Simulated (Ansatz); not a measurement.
Reactions of `C[O][SnH]([OH])[Cl]`.

Isolated molecules relaxed with PBE0-D4/def2-TZVP in Ansatz; ΔE leaves out vibrations. CCSD(T)/CBS is the MP2 limit (def2-TZVPP, def2-QZVPP) plus CCSD(T) − MP2 in def2-TZVPP, frozen cores. This one scheme is used for every species. Functionals use def2-TZVPP. B3LYP here is the variant with VWN-RPA as its local correlation; programs differ in this. Open shells (•) are unrestricted, without spin–orbit coupling. def2 core potentials past Kr. For Sn outer-core shells are correlated without core-valence functions, which leaves a few kJ/mol of doubt a bond. Each species was taken in one conformer, which may not be the lowest.

| reaction | B3LYP-D4 (kJ/mol) | HF/CBS(def2) (kJ/mol) | r2SCAN-D4 (kJ/mol) | CCSD(T)/CBS(def2) (kJ/mol) |
| --- | --- | --- | --- | --- |
| `C[O][SnH]([OH])[Cl]` → `[OH][SnH2][Cl]` + `C=O` | 125 | 103 | 138 | 138 |
| `C[O][SnH]([OH])[Cl]` + H–F → `C[O][SnH]([F])[Cl]` + H₂O | -36 | -43 | -37 | -31 |
| `C[O][SnH]([OH])[Cl]` → `C[O]`• + `[OH][SnH][Cl]`• | 301 | 210 | 301 | 357 |
| `C[O][SnH]([OH])[Cl]` + `O[SiH3]` → `C[O][SnH]([Cl])[O][SiH3]` + H₂O | -21 | -20 | -17 | -26 |
| `C[O][SnH]([OH])[Cl]` → `[CH2]` (triplet) + `[OH][SnH]([OH])[Cl]` | 374 | 238 | 355 | 376 |
| `C[O][SnH]([OH])[Cl]` + H₂O → `C[O][SnH]([OH])[OH]` + HCl | 69 | 74 | 68 | 68 |

Largest T1 diagnostic: 0.019, for `C[O]`•.
